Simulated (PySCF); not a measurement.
Computed vibrations of TmH3(H2O)

TmH3(H2O) (singlet in the valence; each metal's 4f electrons, 12 of them, lie in its core potential, out of spins and levels). PySCF 2.14.0, RKS PBE0, Tm lcecp-1-SVP with ECP58, H def2-SVP, O def2-SVP; non-relativistic Hamiltonian with scalar-relativistic core potentials where named; density fitting; no spin-orbit coupling. Central differences of gradients.

```xyz
7

Tm    0.1194   -0.1305    0.1337
H     1.1497    1.3337    1.0172
H    -0.9732   -1.3373    1.2832
H     0.7863   -0.8192   -1.6313
O    -1.1786    1.2275   -1.2440
H    -1.3301    2.1792   -1.1704
H    -0.9414    1.0357   -2.1656
```

Run from Python with OMP_NUM_THREADS=2. Where DIIS fails, smearing, a level shift and second-order steps follow.
It took 110 s on 2 threads of Arm Neoverse V2, with other jobs on the host.

(1) What are the harmonic wavenumbers and infrared intensities?

(2) Is this a minimum?

An lcecp potential fixes the number of 4f electrons, so in runs with it no electron can move into or out of that shell.

Answers

(1) Negative numbers are unstable modes, those under 60 cm⁻¹ near the noise; a finer grid moves soft modes by up to 10 cm⁻¹.
```json
{"cm⁻¹": "-40", "km/mol": "–", "symmetry": ""}
{"cm⁻¹": "129", "km/mol": "160.7", "symmetry": ""}
{"cm⁻¹": "234", "km/mol": "26.8", "symmetry": ""}
{"cm⁻¹": "262", "km/mol": "436.6", "symmetry": ""}
{"cm⁻¹": "343", "km/mol": "430.5", "symmetry": ""}
{"cm⁻¹": "387", "km/mol": "73.9", "symmetry": ""}
{"cm⁻¹": "520", "km/mol": "117.1", "symmetry": ""}
{"cm⁻¹": "556", "km/mol": "76.9", "symmetry": ""}
{"cm⁻¹": "582", "km/mol": "140.7", "symmetry": ""}
{"cm⁻¹": "1403", "km/mol": "840.3", "symmetry": ""}
{"cm⁻¹": "1430", "km/mol": "843.5", "symmetry": ""}
{"cm⁻¹": "1492", "km/mol": "67.2", "symmetry": ""}
{"cm⁻¹": "1588", "km/mol": "108.5", "symmetry": ""}
{"cm⁻¹": "3790", "km/mol": "114.1", "symmetry": ""}
{"cm⁻¹": "3909", "km/mol": "192.7", "symmetry": ""}
```

(2) Probably not: 1 unstable, though so soft as to be near the noise; the lowest moves the atoms so:
```
Tm   0.00  0.01  0.00
H    0.38 -0.38  0.16
H    0.06 -0.12 -0.07
H   -0.37  0.32 -0.28
O    0.01 -0.02  0.00
H   -0.32 -0.06 -0.27
H    0.34 -0.20  0.11
```
